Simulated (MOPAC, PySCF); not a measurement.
H3GaS3, SMILES `[SH][Ga]([SH])[SH]`, neutral singlet in the gas phase. 

Cartesian coordinates (Å):
```xyz
7

S      2.1349    -0.3429    -0.5768
Ga     0.1172     0.3287    -0.0436
S     -0.2449     2.4887    -0.0201
S     -1.5245    -1.0400     0.4584
H      1.8501    -1.6467    -0.4612
H     -1.5307     2.3698     0.3394
H     -0.8021    -2.1575     0.3039
```
Charge 0, spin multiplicity 1.

All levels are single points at this geometry (CAM-B3LYP-D3(BJ)/def2-TZVP); Pople sets use spherical d functions. Orbital energies aren't observables, and empty levels follow the basis.

PM7 in MOPAC gives gap (eV) = 8.30.

**Question.** Estimate the gap (eV) from each of these levels: CAM-B3LYP-D3(BJ)/def2-TZVP in PySCF; B3LYP/6-311+G** (LANL2DZ on Ga) in PySCF; B3LYP/6-31G* in PySCF; B3LYP/LANL2DZ in PySCF; M06-2X/6-31G* in PySCF; PBE/6-31G* in PySCF; SVWN5/6-31G* in PySCF; HF/3-21G in PySCF; HF/6-31G* in PySCF; HF/STO-3G in PySCF; AM1 in MOPAC; PM3 in MOPAC.

**Answer.** 
```tsv
level	gap (eV)
CAM-B3LYP-D3(BJ)/def2-TZVP in PySCF	9.02
B3LYP/6-311+G** (LANL2DZ on Ga) in PySCF	6.09
B3LYP/6-31G* in PySCF	6.07
B3LYP/LANL2DZ in PySCF	6.26
M06-2X/6-31G* in PySCF	8.62
PBE/6-31G* in PySCF	4.51
SVWN5/6-31G* in PySCF	4.38
HF/3-21G in PySCF	12.49
HF/6-31G* in PySCF	12.49
HF/STO-3G in PySCF	12.49
AM1 in MOPAC	7.35
PM3 in MOPAC	6.55
```
